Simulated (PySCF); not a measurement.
A calculated (MN15, PySCF 2.14, cc-pVTZ-DK, the spin-free X2C one-electron Hamiltonian (Gaussian nucleus)) atom or ion has these occupied shells.

```json
{"shell": "1s α", "electrons": "1", "orbital energy (eV)": "-11719.9", "rms radius, mean of both spins (bohr)": "0.0524"}
{"shell": "1s β", "electrons": "1", "orbital energy (eV)": "-11719.9", "rms radius, mean of both spins (bohr)": "0.0524"}
{"shell": "2s α", "electrons": "1", "orbital energy (eV)": "-1484.9", "rms radius, mean of both spins (bohr)": "0.221"}
{"shell": "2s β", "electrons": "1", "orbital energy (eV)": "-1484.7", "rms radius, mean of both spins (bohr)": "0.221"}
{"shell": "2p α", "electrons": "3", "orbital energy (eV)": "-1319.3", "rms radius, mean of both spins (bohr)": "0.196"}
{"shell": "2p β", "electrons": "3", "orbital energy (eV)": "-1319.3", "rms radius, mean of both spins (bohr)": "0.196"}
{"shell": "3s β", "electrons": "1", "orbital energy (eV)": "-198.42", "rms radius, mean of both spins (bohr)": "0.651"}
{"shell": "3s α", "electrons": "1", "orbital energy (eV)": "-198.42", "rms radius, mean of both spins (bohr)": "0.651"}
{"shell": "3p α", "electrons": "3", "orbital energy (eV)": "-147.01", "rms radius, mean of both spins (bohr)": "0.673"}
{"shell": "3p β", "electrons": "3", "orbital energy (eV)": "-146.94", "rms radius, mean of both spins (bohr)": "0.673"}
{"shell": "3d α", "electrons": "5", "orbital energy (eV)": "-55.782", "rms radius, mean of both spins (bohr)": "0.758"}
{"shell": "3d β", "electrons": "5", "orbital energy (eV)": "-55.669", "rms radius, mean of both spins (bohr)": "0.758"}
{"shell": "4s α", "electrons": "1", "orbital energy (eV)": "-26.263", "rms radius, mean of both spins (bohr)": "2.03"}
{"shell": "4s β", "electrons": "1", "orbital energy (eV)": "-23.919", "rms radius, mean of both spins (bohr)": "2.03"}
{"shell": "4p α", "electrons": "2", "orbital energy (eV)": "-15.911", "rms radius, mean of both spins (bohr)": "2.45"}
```

Task: Name the element and its charge.

Result: As+ (arsenic, charge +1), in [Ar] 3d10 4s2 4p2, high-spin 3P determinant.
